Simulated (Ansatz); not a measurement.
```xyz
9

N    -1.010   -0.602   -0.449
C    -0.636    0.771   -0.257
O     0.625    1.023    0.291
Zn    1.784   -0.238    0.764
H    -0.427   -1.091   -1.114
H    -1.084   -1.125    0.413
H    -1.397    1.227    0.390
H    -0.697    1.263   -1.236
H     2.843   -1.230    1.199
```

Total charge 0; spin multiplicity 1.

Question: List the ωB97M-V/def2-TZVPP orbital energies in eV (Ansatz 0.2.0). (An estimate is asked.)

Answer: The calculation gave: Occupied: -9465.47, -1156.71, -1017.16, -1017.15, -1017.05, -525.10, -394.35, -283.06, -136.57, -91.95, -91.93, -91.79, -30.12, -27.06, -20.63, -17.66, -17.32, -17.28, -17.21, -17.21, -16.89, -15.14, -14.31, -13.71, -12.03, -10.84, -9.70, -9.55. Lowest empty: 0.95, 1.03, 1.57, 2.85, 3.45, 4.23, 4.31, 5.51.
